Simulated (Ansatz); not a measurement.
Consider the redistribution: `C[SiH2]BS` + `C#CBO` → `C#CB[SiH2]C` + `OBS`.

Isolated molecules relaxed with PBE0-D4/def2-TZVP in Ansatz; ΔE leaves out vibrations. CBS: MP2 limit from def2 TZ/QZ plus the TZ coupled-cluster correction, frozen cores. Functionals use def2-TZVPP. B3LYP here is the variant with VWN-RPA as its local correlation; programs differ in this. Each species was taken in one conformer, which may not be the lowest.

Problem. Is it downhill or uphill in electronic energy at CCSD(T)/CBS, and by how much? (An estimate is asked.)

Solution. Ansatz gave: Uphill: ΔE = +6.3 kcal/mol.

Problem. What do these levels give: r2SCAN-D4, PBE0-D4, B3LYP-D4, ωB97M-V, B2PLYP, PBE, r2SCAN, PBE0, B3LYP, HF/def2-TZVPP, MP2/def2-TZVPP, HF/CBS(def2)? (Estimate.)

Solution. Computed: r2SCAN-D4 4.8, PBE0-D4 5.3, B3LYP-D4 5.1, ωB97M-V 5.8, B2PLYP 5.7, PBE 5.4, r2SCAN 4.8, PBE0 5.4, B3LYP 5.2, HF/def2-TZVPP 4.5, MP2/def2-TZVPP 6.4, HF/CBS(def2) 4.4 kcal/mol.

Largest T1 diagnostic among the species: 0.015.

In def2-TZVPP, CCSD(T) changes the Hartree–Fock value by +1.9 kcal/mol (the triples alone add +0.3 kcal/mol) and MP2 by +2.0 kcal/mol.
